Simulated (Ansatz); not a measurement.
Basis-set extrapolation for CH7AlSSi (PBE0-D4/def2-TZVP geometry, frozen core, the Gaussian-basis code of Ansatz). Multiplicity 1, RHF reference.

```tsv
	def2-TZVPP	def2-QZVPP
HF	-970.372045	-970.400975
MP2 correlation	-0.570444	-0.613269
CCSD(T) correlation	-0.659258	not run
```

Energies in hartree. Use E(X) = E(∞) + A·exp(−7.88·√X) for Hartree–Fock and E(X) = E(∞) + B·X^(−2.97) for correlation, with X = 3 and 4, and add CCSD(T) minus MP2 of the smaller set to the MP2 limit.

Problem. What is the CCSD(T) energy at the basis-set limit?

Solution. HF limit: -970.400975 + (-0.028930) × 0.13774 = -970.40496. MP2 limit: -0.613269 + (-0.042825) × 0.74074 = -0.64499. Higher-order term: -0.659258 − (-0.570444) = -0.08881. Total: -971.13876 hartree, 67.4 kcal/mol below CCSD(T)/def2-TZVPP.
